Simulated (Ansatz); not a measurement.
Zn₂O₂⁻, that is (ZnO)2 ring with one electron more. Charge -1, multiplicity 2. Geometry r2SCAN-D4/def2-SVP, that of the neutral singlet; atoms count from 1.

```xyz
4

Zn    1.095    0.039   -0.341
O    -0.331   -0.866   -1.160
Zn   -1.095   -0.039    0.341
O     0.331    0.866    1.160
```

Estimate the Mulliken populations from the PBE0/def2-TZVPD orbitals of Ansatz.


| atom | charge (e) | spin (α − β) | d electrons |
| --- | --- | --- | --- |
| Zn1 | 0.03 | 0.77 | 9.99 |
| O2 | -0.53 | -0.27 | – |
| Zn3 | 0.03 | 0.77 | 9.99 |
| O4 | -0.53 | -0.27 | – |
Mulliken values and Mayer orders depend strongly on the basis. With diffuse functions, as here, like atoms can get unlike values, and bond orders can come out too low or too high.

Where does the spin sit?

Summed by element: Zn 1.54, O -0.54, of 1 unpaired in all. Largest on single atoms: Zn3 0.77, Zn1 0.77, O2 -0.27.

And the Mayer bond orders between bonded heavy atoms (over 0.3)?

Zn1–O2 0.35 (1.88 Å); Zn1–Zn3 0.94 (2.29 Å); Zn1–O4 0.35 (1.88 Å); O2–Zn3 0.35 (1.88 Å); Zn3–O4 0.35 (1.88 Å).
